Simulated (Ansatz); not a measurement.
Reaction (ligand exchange at the Sc–C bond): `[CH3][Sc]([NH2])[OH]` + H–F → `[NH2][Sc]([OH])[F]` + CH₄

Computed with Ansatz on PBE0-D4/def2-TZVP structures; ΔE is electronic, products minus reactants. CBS: MP2 limit from def2 TZ/QZ plus the TZ coupled-cluster correction, frozen cores. This one scheme is used for every species. DFT in def2-TZVPP. B3LYP here is the variant with VWN-RPA as its local correlation; programs differ in this. HSE06 is defined as in plane-wave codes. For Sc outer-core shells are correlated without core-valence functions, which leaves a few kJ/mol of doubt a bond. Scalar relativity is left out up to krypton. Each species was taken in one conformer, which may not be the lowest.

`[CH3][Sc]([NH2])[OH]`:

Cartesian coordinates in Å:
```
C -1.537 0.884 0.183
Sc 0.455 0.015 -0.198
N 0.833 -1.788 0.535
O 1.752 0.944 -1.167
H -1.962 1.394 -0.691
H -1.507 1.634 0.987
H -2.265 0.124 0.496
H 1.688 -2.324 0.460
H 0.174 -2.347 1.066
H 2.369 1.465 -1.671
```

H–F:

Z-matrix (Å, degrees):
```
F
H 1 0.920
```

`[NH2][Sc]([OH])[F]`:

Cartesian coordinates in Å:
```
N 1.056 0.986 -0.147
Sc -0.389 -0.200 0.497
O -1.125 -1.383 -0.746
F -0.896 -0.041 2.278
H 1.553 1.678 0.400
H 1.435 1.011 -1.086
H -1.634 -2.051 -1.196
```

CH₄:

Cartesian coordinates in Å:
```
C 0.000 0.000 0.000
H 0.616 -0.198 -0.877
H 0.619 -0.043 0.896
H -0.788 -0.750 0.067
H -0.447 0.990 -0.086
```

```
        level  ΔE (kJ/mol)
    revPBE-D4       -261.5
      BLYP-D4       -271.7
      PBE0-D4       -257.8
     HSE06-D4       -257.2
       B2PLYP       -269.6
        B3LYP       -271.9
 MP2/def2-SVP       -282.3
HF/def2-TZVPP       -269.1
```

What does CCSD(T)/CBS give? (Best estimate.)

Computed: -248.4 kJ/mol. The listed levels differ from it by -13.1, -23.3, -9.4, -8.8, -21.2, -23.5, -33.9, -20.7 kJ/mol.

Largest T1 diagnostic among the species: 0.016.

From r2SCAN to r2SCAN0 (25 % exact exchange), in def2-TZVPP and without D4, ΔE moves by +6.4 kJ/mol. In def2-TZVPP, CCSD(T) changes the Hartree–Fock value by +13.3 kJ/mol (the triples alone add +0.5 kJ/mol) and MP2 by +11.7 kJ/mol.

CCSD(T)/CBS has its own doubt, a few kJ/mol and more with outer-core shells, so smaller differences from it don't rank the levels.
